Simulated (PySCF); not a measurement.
# Vibration and rotation of InC

UHF-CCSD(T) constants of InC, ⁴Σ⁻ (quartet), unpaired electrons σ ↑, π ↑↑ (PySCF, scalar-relativistic core potentials, basis sets In def2-SVPD with ECP28, C def2-SVPD; masses 114.9039 and 12.0000 u):

- ωe: 464.7 cm⁻¹
- ωexe: 2.33 cm⁻¹
- Be: 0.30768 cm⁻¹
- αe: 0.00239 cm⁻¹
- De to In + C: 2.65 eV

(1) What force constant and bond length do these constants imply?

(2) Estimate the centrifugal constant D from the Kratzer relation and find the Dunham coefficient a1.

Correlated steps freeze 5 core orbitals. Correlated levels converge slowly with the basis: in double zeta they bind strong bonds too weakly, by up to about 1 eV, and carry superposition errors of some tenths. These are scalar-relativistic numbers at best; spin–orbit coupling would shift them, the dissociation energy most. The state is the lowest determinant that a PBE0 search found; another state may lie lower at other levels.

Results:

(1) Reduced mass μred = 10.865 u; k = 5.8918×10⁻⁷·μred·ωe² (u, cm⁻¹, mdyn/Å) = 1.38 mdyn/Å; Re = √(16.8576/(μred·Be)) (u, cm⁻¹, Å) = 2.246 Å.

(2) D = 4Be³/ωe² = 5.4e-07 cm⁻¹; a1 = −1 − αeωe/(6Be²) = -2.96.
